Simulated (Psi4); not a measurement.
F2Sn, charge +1, doublet, at a GFN2-xTB geometry (such geometries of metal compounds can be far from the true shape) (a state made from the parent by changing its charge; the spin is typed, not shown lowest) (core potentials on Sn); Psi4 with BLYP/def2-SVP.

Input for Psi4:
```
memory 2 GB

molecule {
1 2
  Sn    0.00000000    0.00000000    0.00000000
  F    -0.00000000   -0.00000000   -2.20886483
  F     0.00000000    0.00000000    2.20886483
no_reorient
}

set basis def2-svp
set reference uks

energy('blyp')
print_variables()
```

It wrote (shortened):

```
   => Loading Basis Set <=

    Name: DEF2-SVP
    Role: ORBITAL
    Keyword: BASIS

    !!!  WARNING: ECP capability is in beta. Please check occupations closely.  !!!

         ---------------------------------------------------------
                                   SCF
               by Justin Turney, Rob Parrish, Andy Simmonett
                          and Daniel G. A. Smith
                              UKS Reference
         ---------------------------------------------------------

  ==> Geometry <==

    Molecular point group: d2h
    Full point group: D_inf_h

    Geometry (in Angstrom), charge = 1, multiplicity = 2:

       Center              X                  Y                   Z               Mass
    ------------   -----------------  -----------------  -----------------  -----------------
         SN           0.000000000000     0.000000000000     0.000000000000   119.902201630000
         F            0.000000000000     0.000000000000    -2.208864830000    18.998403162730
         F            0.000000000000     0.000000000000     2.208864830000    18.998403162730

  Running in d2h symmetry.

  Rotational constants: A = ************  B =      0.09093  C =      0.09093 [cm^-1]
  Rotational constants: A = ************  B =   2726.03749  C =   2726.03749 [MHz]
  Nuclear repulsion =  104.572198950469499

  Charge       = 1
  Multiplicity = 2
  Electrons    = 39
  Nalpha       = 20
  Nbeta        = 19

  ==> Algorithm <==

  SCF Algorithm Type is DF.
  DIIS enabled.
  MOM disabled.
  Fractional occupation disabled.
  Guess Type is SAD.
  Energy threshold   = 1.00e-06
  Density threshold  = 1.00e-06
  Integral threshold = 1.00e-12

  ==> Primary Basis <==

  Basis Set: DEF2-SVP
    Blend: DEF2-SVP
    Number of shells: 22
    Number of basis functions: 54
    Number of Cartesian functions: 58
    Spherical Harmonics?: true
    Max angular momentum: 2

  Core potential: DEF2-SVP
    Number of shells: 4
    Number of ECP primitives: 18
    Number of ECP core electrons: 28
    Max angular momentum: 3

  ==> DFT Potential <==

   => LibXC <=

    Version 7.1.2
    S. Lehtola, C. Steigemann, M. J. T. Oliveira, and M. A. L. Marques,  SoftwareX 7, 1–5 (2018) (10.1016/j.softx.2017.11.002)

   => Composite Functional: BLYP <=

    BLYP GGA Exchange-Correlation Functional

    P.J. Stephens et. al., J. Phys. Chem., 98, 11623-11627, 1994
    B. Miehlich et. al., Chem. Phys. Lett., 157(3), 200-206 1989

    Deriv               =              1
    GGA                 =           TRUE
    Meta                =          FALSE

    Exchange Hybrid     =          FALSE
    MP2 Hybrid          =          FALSE

   => Exchange Functionals <=

    1.0000     XC_GGA_X_B88

   => Correlation Functionals <=

    1.0000     XC_GGA_C_LYP

   => LibXC Density Thresholds  <==

    XC_GGA_C_LYP:  1.00E-14
    XC_GGA_X_B88:  1.00E-15

   => Molecular Quadrature <=

    Radial Scheme          =       TREUTLER
    Pruning Scheme         =           NONE
    Nuclear Scheme         =       TREUTLER

    Blocking Scheme        =         OCTREE
    BS radius alpha        =              1
    Pruning alpha          =              1
    Radial Points          =             75
    Spherical Points       =            302
    Total Points           =          64980
    Total Blocks           =            560
    Max Points             =            256
    Max Functions          =             53
    Weights Tolerance      =       1.00E-15

   => Loading Basis Set <=

    Name: (DEF2-SVP AUX)
    Role: JKFIT
    Keyword: DF_BASIS_SCF

  ==> Integral Setup <==

  SCF_SUBTYPE=INCORE selected. In-core MEM_DF algorithm will be used.
  Using in-core AOs.

  ==> MemDFJK: Density-Fitted J/K Matrices <==

    J tasked:                   Yes
    K tasked:                    No
    wK tasked:                   No
    Algorithm:                 Core
    Schwarz Cutoff:           1E-12
    Mask sparsity (%):       7.2702
    Fitting Condition:        1E-10

   => Auxiliary Basis Set <=

  Basis Set: (DEF2-SVP AUX)
    Blend: DEF2-UNIVERSAL-JKFIT
    Number of shells: 96
    Number of basis functions: 372
    Number of Cartesian functions: 495
    Spherical Harmonics?: true
    Max angular momentum: 5

  Minimum eigenvalue in the overlap matrix is 6.4333158908E-02.
  Reciprocal condition number of the overlap matrix is 2.1976893251E-02.
    Using symmetric orthogonalization.

  ==> Pre-Iterations <==

  SCF Guess: Superposition of Atomic Densities via on-the-fly atomic UHF (no occupation information).

   -------------------------
    Irrep   Nso     Nmo
   -------------------------
     Ag        15      15
     B1g        3       3
     B2g        5       5
     B3g        5       5
     Au         1       1
     B1u       11      11
     B2u        7       7
     B3u        7       7
   -------------------------
    Total      54      54
   -------------------------

  ==> Iterations <==

                           Total Energy        Delta E     RMS |[F,P]|

   @DF-UKS iter SAD:  -412.08270099927466   -4.12083e+02   0.00000e+00
   @DF-UKS iter   1:  -413.30072570622724   -1.21802e+00   2.36999e-02 DIIS/ADIIS
   @DF-UKS iter   2:  -409.69932709285274    3.60140e+00   1.15016e-01 ADIIS
   @DF-UKS iter   3:  -413.00135973799979   -3.30203e+00   4.52127e-02 DIIS/ADIIS
   @DF-UKS iter   4:  -413.40899403896645   -4.07634e-01   8.55246e-03 DIIS/ADIIS
   @DF-UKS iter   5:  -413.42393493921304   -1.49409e-02   5.08908e-04 DIIS/ADIIS
   @DF-UKS iter   6:  -413.42398803137741   -5.30922e-05   8.00609e-05 DIIS
   @DF-UKS iter   7:  -413.42399036130149   -2.32992e-06   8.44522e-06 DIIS
   @DF-UKS iter   8:  -413.42399039929899   -3.79975e-08   2.81143e-06 DIIS
   @DF-UKS iter   9:  -413.42399040094551   -1.64653e-09   8.53625e-07 DIIS
  Energy and wave function converged.

  ==> Post-Iterations <==

   Electrons on quadrature grid:
      Nalpha   =   20.0000318800 ; deviation = 3.188e-05
      Nbeta    =   19.0000282182 ; deviation = 2.822e-05
      Ntotal   =   39.0000600983 ; deviation = 6.010e-05

   @Spin Contamination Metric:   5.908545952E-03
   @S^2 Expected:                7.500000000E-01
   @S^2 Observed:                7.559085460E-01
   @S   Expected:                5.000000000E-01
   @S   Observed:                5.000000000E-01

    Orbital Energies [Eh]
    ---------------------

    Alpha Occupied:

[...]
    Alpha Virtual:

[...]
      15Ag    51.054688

    Beta Occupied:

[...]
       2B3g   -0.538234

    Beta Virtual:

[...]
    Final Occupation by Irrep:
             Ag   B1g   B2g   B3g    Au   B1u   B2u   B3u
    DOCC [     6,    1,    2,    2,    0,    4,    2,    2 ]
    SOCC [     1,    0,    0,    0,    0,    0,    0,    0 ]
    NA   [     7,    1,    2,    2,    0,    4,    2,    2 ]
    NB   [     6,    1,    2,    2,    0,    4,    2,    2 ]

  @DF-UKS Final Energy:  -413.42399040094551

   => Energetics <=

    Nuclear Repulsion Energy =            104.5721989504694989
    One-Electron Energy =                -853.1177562225311704
    Two-Electron Energy =                 373.6613007352658542
    DFT Exchange-Correlation Energy =     -38.5397338641497527
    Empirical Dispersion Energy =           0.0000000000000000
    VV10 Nonlocal Energy =                  0.0000000000000000
    Total Energy =                       -413.4239904009455131

  UHF NO Occupations:
  HONO-2 :    2B2u 1.9998650
  HONO-1 :    4B1u 1.9975435
  HONO-0 :    7 Ag 1.0000000
  LUNO+0 :    5B1u 0.0024565
  LUNO+1 :    3B2u 0.0001350
  LUNO+2 :    3B3u 0.0001350
  LUNO+3 :    8 Ag 0.0000829

Computation Completed

Properties will be evaluated at   0.000000,   0.000000,   0.000000 [a0]

Properties computed using the SCF density matrix

 Multipole Moments:

 ------------------------------------------------------------------------------------
     Multipole            Electronic (a.u.)      Nuclear  (a.u.)        Total (a.u.)
 ------------------------------------------------------------------------------------

 L = 1.  Multiply by 2.5417464519 to convert [e a0] to [Debye]
 Dipole X            :          0.0000000            0.0000000            0.0000000
 Dipole Y            :          0.0000000            0.0000000            0.0000000
 Dipole Z            :          0.0000000            0.0000000            0.0000000
 Magnitude           :                                                    0.0000000

 ------------------------------------------------------------------------------------

  Variable Map:
  ----------------------------------------------------------------------------
[...]
  Array Variable Map:
  ----------------------------------------------------------------------------
[...]
[...]
```
